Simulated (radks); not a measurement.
Q: Radial electron density D(r) = 4 pi r^2 rho(r) of an atom or ion with 13 electrons. All-electron calculation, non-relativistic Kohn-Sham, PBEsol, spin-polarised, spherical densities, point nucleus. Program: a radial shooting solver on a logarithmic mesh with Libxc functionals.

r (bohr),D(r) (e/bohr),spin D(r)
0.0008225,1.711,-0.0000235
0.001021,2.565,-0.0000296
0.001267,3.821,-0.0000311
0.001572,5.646,-0.0000155
0.001952,8.260,0.0000484
0.002442,12.10,0.000246
0.00303,17.20,0.000743
0.003761,23.99,0.00194
0.004668,32.67,0.00468
0.005793,43.19,0.0108
0.007247,55.54,0.0246
0.008995,67.62,0.0526
0.01116,78.01,0.108
0.01385,84.47,0.214
0.0172,85.32,0.402
0.02151,80.62,0.724
0.0267,74.29,1.18
0.03314,72.18,1.72
0.04113,78.92,2.18
0.05145,92.91,2.23
0.06386,101.9,1.60
0.07925,93.82,0.510
0.09836,67.91,0.00655
0.1221,39.36,1.30
0.1527,24.02,4.23
0.1895,21.12,6.09
0.2352,16.90,5.07
0.292,8.513,2.46
0.3624,2.339,0.654
0.4533,0.2857,0.0785
0.5626,0.01551,0.00426
0.6983,0.0002916,0.0000814

What is the nuclear charge?

A: Z = 68. The innermost maximum, from 1s, lies near 1/Z = 0.0147 bohr (found: 0.0159), and its height grows with Z. The density is that of the erbium ion Er55+ in [Ne] 3s2 3p1; the configuration itself is not fixed sharply by these data, and Z only to a few units. D(r) has 2 maxima, at r = 0.0159, 0.0654 bohr, and minima at 0.0316 bohr, inside which lie 2.06 electrons.
